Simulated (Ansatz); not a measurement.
F2Si, SMILES F[Si]F (connectivity only; charge and spin as stated), charge +1, multiplicity 2.

The structure is a stationary point at r2SCAN-D4/def2-TZVP. The isomer is the one that the SMILES or the coordinates give; other isomers of the formula were not compared.

Two levels are set side by side: PBE/def2-TZVPD (Ansatz, a first-principles code) and PBE0/def2-TZVPD (Ansatz). Energy differences of separate SCF runs at the same geometry; the states with an electron removed or added have multiplicity 1 and 1. Differences are taken from unrounded values.

```tsv
quantity	PBE0
vertical ionisation energy (eV)	20.15
vertical electron affinity (eV)	10.14
```

Question: What does PBE give, and how far is it from PBE0? (The exact figures need the calculation; the answer reports its results.)

Answer: 
| quantity | PBE | PBE minus PBE0 |
|---|---|---|
| vertical ionisation energy (eV) | 19.85 | -0.30 |
| vertical electron affinity (eV) | 10.08 | -0.05 |

Here PBE gives about what the other level gives.
